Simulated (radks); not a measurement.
All-electron atom: Sr5+ in [Ar] 3d10 4s2 4p3. Calculated with a radial shooting solver on a logarithmic mesh with Libxc functionals: Dirac Kohn-Sham, LDA (Slater exchange, Perdew-Wang correlation), spin-unpolarised, spherical densities, point nucleus; open shells fill j = l - 1/2 first.

Unscreened Slater integrals over Kohn-Sham orbitals (hartree). Large and small components are both included.

\begin{tabular}{lr}
integral & value \\ \hline
F0(4p3/2,4p3/2) & 0.63973 \\
F2(4p3/2,4p3/2) & 0.34020 \\
F0(4p3/2,4p1/2) & 0.64494 \\
G2(4p3/2,4p1/2) & 0.34249 \\
F0(4p3/2,4s1/2) & 0.67016 \\
G1(4p3/2,4s1/2) & 0.45527 \\
F0(4p3/2,3d5/2) & 0.82281 \\
F2(4p3/2,3d5/2) & 0.19446 \\
G1(4p3/2,3d5/2) & 0.065432 \\
G3(4p3/2,3d5/2) & 0.062398 \\
F0(4p1/2,4p1/2) & 0.65032 \\
F0(4p1/2,4s1/2) & 0.67639 \\
G1(4p1/2,4s1/2) & 0.46261 \\
F0(4p1/2,3d5/2) & 0.83489 \\
G3(4p1/2,3d5/2) & 0.064566 \\
F0(4s1/2,4s1/2) & 0.70658 \\
F0(4s1/2,3d5/2) & 0.89485 \\
G2(4s1/2,3d5/2) & 0.079695 \\
F0(3d5/2,3d5/2) & 1.8377 \\
F2(3d5/2,3d5/2) & 0.89312 \\
F4(3d5/2,3d5/2) & 0.56470 \\
\end{tabular}
